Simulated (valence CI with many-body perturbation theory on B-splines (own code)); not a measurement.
**Tm29+ in brief**

Method: relativistic CI+MBPT: four valence electrons over a frozen Dirac-Fock core [Kr], radial functions for each j: 7 s, 7 p, 8 d, 6 f, 4 g, 1 h, with the one-electron correlation potential Σ1 (screened to all orders), the two-electron term Σ2, the three-electron term Σ3, Breit, model QED; selected single and double excitations, second order for the rest, scaled by the run's own slope (own B-spline code, finite nucleus).

No measured spectrum was set against this ion. As an estimate, large intervals hold to a few tenths of a per cent, small ones and those within an open d or f shell to about a per cent. The list stops below the first excitations out of the core.

Levels are named by their leading jj configuration (3d3/2^4 stands for four electrons in 3d with j = 3/2), which in mixed levels can hold well under half, so a name can repeat and another be missing.

Rates and lifetimes use the calculated energies. Strong lines usually hold to 10 to 20 %, long lifetimes can be off by a factor of two.

Problem. What is the ground level?

Solution. (4d3/2^4) J=0, composition 55 % 4d4 3P + 34 % 4d4 5D + 10 % 4d4 1S.

Problem. What is the ionisation energy?

Solution. 1111.4 eV; NIST lists 1110 ± 4 eV (theoretical).

Problem. Name the longest-lived excited levels whose lifetime is computed, and their main decay.

Solution. (4d3/2^2 4d5/2^2) J=6 at 25.595 eV lives 124 ms, mostly by M1 to (4d3/2^2 4d5/2^2) J=5. The lifetime of (4d3/2^3 4d5/2) J=4 is too uncertain to give, and may be longer.

Problem. How well does LS coupling describe the low levels?

Solution. Among the lowest 20 levels the leading LS term, summed over configurations, holds 48 % on average. For single configurations the figures are 48 % in LS and 88 % in jj coupling. Terms mix most in the J = 4 level at 13.330 eV, where the leading one holds 30 %.
